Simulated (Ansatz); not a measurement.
The cluster Al₂P₂. The state is a singlet with charge 0. Geometry PBE-D4/def2-TZVP.

```xyz
4

Al   -1.5625    0.1247    0.5069
Al    1.3370   -0.9035   -0.3415
P     0.5609    0.5448    1.2605
P    -0.3354    0.2340   -1.4259
```

The restricted singlet is unstable towards broken spin symmetry in Hartree–Fock (as tested in another run); at PBE-D4/def2-TZVP, r2SCAN-D4/def2-TZVP, PBE0-D4/def2-TZVP, r2SCAN0-D4/def2-TZVP and others this wasn't settled. Another isomer (singlet) lies 1.09 eV lower at PBE0-D4/def2-TZVP; other spin states weren't run for this one.

Q: Estimate the orbital energies around the gap (eV) in Ansatz with PBE-D4/def2-TZVP, r2SCAN-D4/def2-TZVP, PBE0-D4/def2-TZVP, r2SCAN0-D4/def2-TZVP, BHLYP-D4/def2-TZVP.

A: 
```
orbital  PBE-D4/def2-TZVP  r2SCAN-D4/def2-TZVP  PBE0-D4/def2-TZVP  r2SCAN0-D4/def2-TZVP  BHLYP-D4/def2-TZVP
 HOMO−9            -69.33               -71.24             -74.19                -75.56              -79.06
 HOMO−8            -69.33               -71.24             -74.19                -75.56              -79.05
 HOMO−7            -15.48               -16.20             -17.51                -17.94              -19.28
 HOMO−6            -13.14               -13.68             -14.90                -15.22              -16.47
 HOMO−5             -9.21                -9.55             -10.46                -10.67              -11.47
 HOMO−4             -7.90                -8.16              -9.00                 -9.17               -9.89
 HOMO−3             -6.76                -7.02              -7.58                 -7.75               -8.11
 HOMO−2             -6.38                -6.64              -7.32                 -7.48               -8.02
 HOMO−1             -5.34                -5.48              -6.01                 -6.13               -6.78
   HOMO             -5.04                -5.25              -6.01                 -6.09               -6.48
   LUMO             -4.38                -4.43              -3.90                 -3.93               -3.24
 LUMO+1             -3.50                -3.47              -2.74                 -2.74               -1.79
 LUMO+2             -2.09                -1.94              -1.42                 -1.34               -0.59
 LUMO+3             -1.83                -1.67              -1.16                 -1.07               -0.34
 LUMO+4             -0.82                -0.56              -0.17                 -0.02                0.60
 LUMO+5              0.11                 0.45               0.85                  1.06                1.67
```
